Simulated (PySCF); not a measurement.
A structure optimised at PBE0-D3(BJ)/def2-TZVP, used in a PySCF frequency run:

```xyz
4

Y      0.0000     0.0000     0.0000
F      1.9966     0.0000     0.0000
F     -0.9983    -1.7291     0.0000
F     -0.9983     1.7291     0.0000
```
Charge 0, spin multiplicity 1.

Task: Write its SMILES, formula and point group.

Result: [F][Y]([F])[F], F3Y, D3h

Task: What are its rotational constants (standard atomic weights)?

Result: 4.4487, 4.4487, 2.2243 GHz
